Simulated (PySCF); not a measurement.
Numbering as in the mapped SMILES `[O:1]=[C:2]([OH:3])[C:4]#[C:5][C:6]1=[CH:7][CH2:8][SiH2:9]1`. Each H is labelled by its parent atom.

Rapidly exchanging positions averaged, relativity neglected, no solvent model, single conformer. Shieldings: GIAO PBE0/pcSseg-1; coordinates at the GFN2-xTB level; PySCF 2.14.0 with density-fitted response routines.

Chemical shifts δ = σref − σ; ¹³C (σref 186.93), ¹H (σref 31.72), ²⁹Si (σref 349.16) vs TMS; ¹⁷O (σref 336.08) vs H2O, all at this level.

| atoms | nucleus | count | δ (ppm) |
| --- | --- | --- | --- |
| C8 | ¹³C | 1 | 20.4 |
| C6 | ¹³C | 1 | 133.0 |
| O1 | ¹⁷O | 1 | 464.6 |
| Si9 | ²⁹Si | 1 | ? |
| C5 | ¹³C | 1 | 90.6 |
| O3 | ¹⁷O | 1 | 218.3 |
| H(Si9) | ¹H | 2 | ? |
| C2 | ¹³C | 1 | 159.9 |
| C7 | ¹³C | 1 | ? |
| H(C7) | ¹H | 1 | 7.70 |
| C4 | ¹³C | 1 | ? |
| H(C8) | ¹H | 2 | 2.06 |
| H(O3) | ¹H | 1 | 6.26 |

Q: Estimate the values marked ?.

A: 
- C7: 177.6 ppm, alkene CH
- C4: 90.2 ppm, alkyne carbon; the triple bond shields along its axis, which puts it between sp3 and sp2 carbons
- H(Si9): 5.14 ppm, hydrogen on a silicon bonded to 2 C, in a 4-membered ring
- Si9: -32.4 ppm, silicon bonded to 2 C, 2 H, in a 4-membered ring

OH/NH shifts are gas-phase values; hydrogen bonding in solution moves them, usually downfield. Shifts are as computed. Against solution values, carbons near 30 ppm lie about +3 ppm off and those near 130 ppm about +5 ppm. Of 1309 compounds with measured shifts, 239 miss one by over three times the rms of a fit or turn the order of signals round; such compounds aren't used in these exercises. In solution the two oxygens of a carboxylic acid exchange roles by proton transfer and give one 17O line. Hydrogen bonding in solution shields acid and N–H amide carbonyl oxygens by tens of ppm. Hydrogen bonding in solution deshields acid and N–H amide carbonyl carbons by as much as 10 ppm beyond these values. Unscaled 17O shifts of doubly bonded oxygen tend to come out too high, by tens of ppm or more. Experimental scales use liquid or dissolved standards, which lie at an offset from isolated H2O (liquid H2O: subtract about 36 ppm).
